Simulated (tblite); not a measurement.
Species: C7H12O (charge +1 and doublet state).
Cartesian coordinates in Å at the GFN2-xTB level; atoms count from 1:
```xyz
20
C7H12O angstrom
C      2.780   -0.437   -0.564
C      1.355   -0.215   -0.395
C      0.351    0.252   -1.216
C     -0.633    0.345   -0.113
C     -1.127    1.734    0.253
C     -1.902   -0.591   -0.337
O     -1.578   -1.920   -0.209
C      0.467   -0.289    0.804
H      2.929   -1.500   -0.798
H      3.336   -0.245    0.353
H      3.188    0.131   -1.398
H      0.291    0.493   -2.262
H     -1.756    2.144   -0.532
H     -1.695    1.704    1.179
H     -0.276    2.400    0.388
H     -2.237   -0.410   -1.363
H     -2.668   -0.269    0.372
H     -1.859   -2.292    0.638
H      0.793    0.283    1.672
H      0.236   -1.308    1.115
```

All values are computed: GFN2-xTB (tblite) harmonic vibrations without scaling, gas phase. The method is semi-empirical: single wavenumbers can be off by several per cent or more. One conformer, not necessarily the lowest. Open shells enter through the occupations alone, without spin polarisation, and single modes of such species can be off by tens of per cent.

Harmonic wavenumbers (cm⁻¹): 48.7, 63.2, 74.1, 170.4, 197.2, 229.4, 268.6, 307.1, 335.1, 384.1, 402.8, 466.3, 586.9, 737.1, 766.4, 800.3, 859.2, 902.8, 914.2, 952.3, 966.5, 1003.8, 1024.6, 1050.0, 1098.0, 1111.8, 1149.7, 1163.5, 1186.8, 1253.6, 1273.1, 1288.1, 1309.3, 1329.5, 1353.2, 1379.9, 1396.5, 1410.0, 1431.6, 1453.1, 1462.9, 1544.0, 2908.9, 2951.2, 2958.5, 2978.3, 3002.5, 3022.1, 3031.7, 3039.2, 3049.9, 3050.8, 3131.6, 3491.0.

A = 3006, B = 1582, C = 1258 MHz; mass 112.089 u (most abundant isotopes); point group C1, symmetry number 1; spin multiplicity 2.

Zero-point energy?

Half the sum of the wavenumbers: 36861 cm⁻¹ = 440.95 kJ/mol.

What is S at 350 K and 1 bar for an ideal gas of classical rigid rotors and harmonic oscillators?

Translation 171.05, rotation 120.73, vibration 144.61, spin (R ln 2) 5.76: S = 442.1 J/(mol K).

And Cp and H(350 K) − H(0)?

Cp = 181.99 J/(mol K), of which vibrations give 148.73 (their classical limit is 54 R = 449.0); H(350 K) − H(0) = 37.82 kJ/mol without the zero-point energy, 26.18 from vibrations.

What must be added to the electronic energy to get the Gibbs energy at 350 K and 1 bar?

ZPE + [H(350 K) − H(0)] − T·S = 440.95 + 37.82 − 154.75 = 324.02 kJ/mol.

Blend soft modes into free rotors: weight 1/[1 + (100 cm⁻¹/ν̃)⁴] for the oscillator and the rest for a rotor with moment μB/(μ + B), μ = h/(8π²ν), B = 10⁻⁴⁴ kg m². What vibrational entropy results?

131.06 J/(mol K) in place of 144.61, which changes −T·S at 350 K by +4.74 kJ/mol.

How do the functions run with temperature in this model?

```
 T (K)  S (J/(mol K))  Cp (J/(mol K))  H − H(0) (kJ/mol)  G − H(0) (kJ/mol)  ln q(vib)
    50          247.5            55.8               2.15             -10.23       0.60
   100          293.2            78.6               5.51             -23.81       1.86
298.15          414.8           159.3              28.97             -94.71       7.06
373.15          454.1           191.9              42.15            -127.30       8.99
   500          517.4           241.1              69.72            -188.96      12.24
   750          629.3           310.3             139.30            -332.65      18.51
  1000          725.2           355.6             222.90            -502.26      24.42
```

q(vib) and H(0) count from the zero-point level.

Hindered rotation and anharmonicity are outside this model. Other conformers, if any are populated, would add a mixing term that is left out. The structure is chiral; the term R ln 2 for an equal mix with its mirror image is left out.
